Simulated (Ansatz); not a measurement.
One change: `N[SiH2]C[SiH2]Cl` becomes `BOC[SiH2]Cl`.

Ansatz, PBE0-D4/def2-TZVP geometries, multiplicity 1. Each molecule was computed in one conformer, which needn't be the lowest.

```tsv
property	`N[SiH2]C[SiH2]Cl`
HOMO energy (B3LYP/def2-TZVPP) / eV	-7.23
HOMO–LUMO gap (PBE/def2-TZVPP) / eV	5.53
HOMO–LUMO gap (ωB97M-V/def2-TZVPP) / eV	11.71
LUMO energy (PBE0/def2-TZVPP) / eV	0.33
size of the dipole moment (ωB97M-V/def2-TZVPP) / D	2.85
HOMO–LUMO gap (PBE0/def2-TZVPP) / eV	7.79
```

Task: Give the same properties after the change, and the shifts. (An estimate is asked.)

Result: Computed: 
```
                                          property  `BOC[SiH2]Cl`  shift
               HOMO energy (B3LYP/def2-TZVPP) / eV          -8.36  -1.13
               HOMO–LUMO gap (PBE/def2-TZVPP) / eV           5.63   0.10
           HOMO–LUMO gap (ωB97M-V/def2-TZVPP) / eV          12.02   0.31
                LUMO energy (PBE0/def2-TZVPP) / eV          -0.66  -0.99
size of the dipole moment (ωB97M-V/def2-TZVPP) / D           0.43  -2.42
              HOMO–LUMO gap (PBE0/def2-TZVPP) / eV           7.92   0.13
```

With PBE0 the HOMO falls by 1.12 eV and the LUMO falls by 0.99 eV, so the gap widens by about 0.13 eV. PBE moves the HOMO by -1.24 eV and ωB97M-V by -1.01 eV. Dipoles are sizes alone; their direction can turn.

B3LYP here is the variant with VWN-RPA as its local correlation; programs differ in this.
